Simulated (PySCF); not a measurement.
Harmonic spectrum computed at PBE in the def2-TZVP basis family (core potentials from Rb on, PySCF, no spin–orbit coupling):

| ω (cm⁻¹) | IR (km/mol) |
| --- | --- |
| 975 | 61.6 |
| 1973 | 202 |
| 1980 | 239 |

Which molecule gave it? In each, all ligands are bound to the one heavy central atom.
A. SiH₂ (singlet)
B. H₂O (singlet)
C. TiH₂ (triplet)
D. H₂S (singlet)

A. It has C2v symmetry with Si–H 1.539 Å (×2).
